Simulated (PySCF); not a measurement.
# Correlation energy of O⁺ (oxygen, charge +1)

[He] 2s1 2p3 3d1, high-spin 6D determinant (an excited configuration). All numbers are calculated (PySCF 2.14, the non-relativistic Hamiltonian (point nucleus), in aug-cc-pVTZ with one added diffuse shell each of s, p, d, f type (6s5p4d3f, 62 functions)). Frozen: 1s2; 5 electrons correlated.

```csv
level,correlation energy (mhartree)
CCSD,-35.98
(T),-0.16
CCSD(T),-36.14
```

Diagnostics: T1 = 0.0046, D1 = 0.0137, largest double amplitude 0.014.

Q: Is a single reference adequate?

A: Yes: T1 lies below 0.03 and no double amplitude reaches 0.07.
